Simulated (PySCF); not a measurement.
## Electron correlation in As⁺ (arsenic, charge +1)

[Ar] 3d10 4s2 4p2, high-spin 3P determinant. All numbers are calculated (PySCF 2.14, scalar relativity by spin-free X2C-1e, in cc-pVDZ-DK). Frozen: [Ar] 3d10; 4 electrons correlated.

MP2 pair energies summed by pair of shells (mhartree):

```
 pair  energy  share (%)
4s-4p  -25.17       59.8
4s-4s  -12.71       30.2
4p-4p   -4.19       10.0
```

Total MP2 correlation energy: -42.06 mhartree.

Same-spin part -6.95 and opposite-spin part -35.12 mhartree; SCS-MP2 scales them by 1/3 and 6/5 to -44.45 mhartree.

```
  level  correlation energy (mhartree)
   CCSD                         -58.35
    (T)                          -0.61
CCSD(T)                         -58.96
```

Diagnostics: T1 = 0.0064, D1 = 0.0179, largest double amplitude 0.095.

Cost of the coupled-cluster step: 0.07 s of wall time on 1 thread of Intel(R) Xeon(R) 6975P-C (shared host), for 4 correlated electrons.
